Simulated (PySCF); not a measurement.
C10H7N3, SMILES C1=CC2=NC=CC3=NC=CC(=C1)N23. Geometry: B3LYP-D3(BJ)/def2-SVP.

Level of theory: B3LYP-D3(BJ)/def2-SVP (PySCF).

Harmonic wavenumbers (cm⁻¹): 129, 139, 222, 239, 448, 464, 476, 479, 487, 493, 509, 603, 648, 696, 710, 763, 789, 814, 827, 842, 845, 858, 869, 998, 1005, 1013, 1060, 1068, 1102, 1110, 1123, 1145, 1186, 1230, 1253, 1289, 1305, 1329, 1392, 1429, 1444, 1521, 1577, 1627, 1631, 1685, 1694, 3156, 3160, 3191, 3220, 3224, 3239, 3243. Rotational constants (GHz): 1.169, 1.136, 0.5761; symmetry number 1.

### Question
Work out the zero-point energy and the ideal-gas rigid-rotor harmonic-oscillator thermochemistry at 298.15 K and 1 atm.

### Answer
ZPE = ½ Σ hcν = ½ × 67001 cm⁻¹ = 95.78 kcal/mol. H − E(el) = 101.61 kcal/mol. Entropy in cal/(mol K): translation 41.29, rotation 30.42, vibration 18.38, total 90.09. G − E(el) = 74.75 kcal/mol. Cp = 37.32 cal/(mol K). Modes under 150 cm⁻¹ make the vibrational entropy uncertain.
